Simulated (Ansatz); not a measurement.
Sr5O6 (the lowest singlet isomer of a short search). The state is a singlet with charge 0. Geometry PBE-D4/def2-SVP, basis def2-TZVP, Ansatz.

```xyz
11

Sr    1.750    0.444   -0.235
Sr   -1.014    0.876    1.905
Sr   -1.333    1.842   -1.385
Sr    1.955   -2.114    2.128
Sr   -1.415   -1.451   -0.655
O     0.117   -0.058   -1.914
O     0.126   -1.111    1.194
O     3.205   -0.763    1.101
O    -1.156   -0.209   -2.694
O    -2.406    0.455    0.152
O     0.170    2.090    0.402
```

```csv
run,HOMO (eV),LUMO (eV)
A,-4.43,-1.38
B,-3.22,-1.48
C,-3.02,-1.84
D,-7.02,-0.20
E,-3.14,-1.90
```

In the def2 sets Sr takes a core potential; there is no spin–orbit coupling. LC-ωPBE has ω = 0.4 bohr⁻¹. The structure holds one bond between oxygen atoms, so isomers without such links may lie far lower. The structure comes from a short search, and lower isomers may exist.

The runs used LC-ωPBE, PBE, PBE0, r2SCAN, revPBE. Estimate which is which.

A PBE0 (25 % exact exchange); B r2SCAN (0 % exact exchange); C revPBE (0 % exact exchange); D LC-ωPBE (range-separated); E PBE (0 % exact exchange). Exact exchange lowers occupied and raises empty levels; among semilocal functionals meta-GGAs tend to open the gap a little, and such runs are hard to tell apart. The gap grows from 1.18 eV (revPBE) to 6.82 eV (LC-ωPBE).
